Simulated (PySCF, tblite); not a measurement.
Isomers of C6H6F2Si, one GFN2-xTB conformer each. Single-point energies are computed at PBE0/pcSseg-1 (PySCF, gas phase, no added dispersion term), electronic only.

Task: Rank them by PBE0/pcSseg-1 energy, lowest first (kcal/mol).
A. `[CH:1]#[C:2][Si@:3]1([F:4])[CH2:5][CH:6]=[C:7]1[CH2:8][F:9]` with C6–C7–C8–F9 -138°
B. `[CH:1]#[C:2][C@@:3]1([F:4])[CH2:5][CH:6]=[C:7]1[SiH2:8][F:9]` with C6–C7–Si8–F9 7°

Result: A (0.0), B (24.4).

GFN2-xTB itself gives, in the same order: 16.3, 0.0. GFN2-xTB puts C#C[C@@]1(F)CC=C1[SiH2]F lowest instead.

Task: Which frontier levels, dipoles and rotational constants go with these structures?

Result: 
```json
{"SMILES": "C#C[Si@]1(F)CC=C1CF", "HOMO (eV, PBE0/pcSseg-1)": "-7.85", "LUMO (eV)": "-0.90", "dipole (D)": "2.17", "A, B, C (MHz)": "1571, 1104, 861.5"}
{"SMILES": "C#C[C@@]1(F)CC=C1[SiH2]F", "HOMO (eV, PBE0/pcSseg-1)": "-7.98", "LUMO (eV)": "-1.02", "dipole (D)": "1.74", "A, B, C (MHz)": "2131, 911.0, 810.2"}
```

Task: What happens when harmonic zero-point energies from GFN2-xTB frequencies are added?

Result: 
```json
{"SMILES": "C#C[Si@]1(F)CC=C1CF", "ZPE (kcal/mol)": "62.5", "electronic (kcal/mol)": "0.0", "with ZPE (kcal/mol)": "0.0"}
{"SMILES": "C#C[C@@]1(F)CC=C1[SiH2]F", "ZPE (kcal/mol)": "59.5", "electronic (kcal/mol)": "24.4", "with ZPE (kcal/mol)": "21.4"}
```

The zero-point energies span 3.0 kcal/mol. The order is unchanged.
